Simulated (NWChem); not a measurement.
**Atomisation of HCu**

```
Cu
H 1 1.4712
```
Charge 0, spin multiplicity 1.

The numbers come from NWChem runs, not from measurements. The geometry was optimised at B3LYP/def2-SVP, a minimum by its harmonic frequencies.

Basis set: def2-TZVP. The atomisation energy is electronic alone: no zero-point, thermal, spin-orbit or counterpoise terms. No value is extrapolated to the basis-set limit. Free atoms are single determinants with multiplicities Cu 2, H 2. Correlated methods freeze the same cores in atoms and molecule, 9 orbitals in all.

The correlated methods keep 9 core orbitals frozen. The structure started from a generated list of species. No SCF solution was tested for a lower state. Open-shell Hartree-Fock references start from PBE0 orbitals.

Problem. One of these methods gave an atomisation energy of 63.2 kcal/mol. Which?
(A) HF
(B) MP2
(C) BHandHLYP
(D) PBE

Solution. D, PBE. The others give 37.1 (HF), 56.0 (BHandHLYP), 115.7 (MP2).
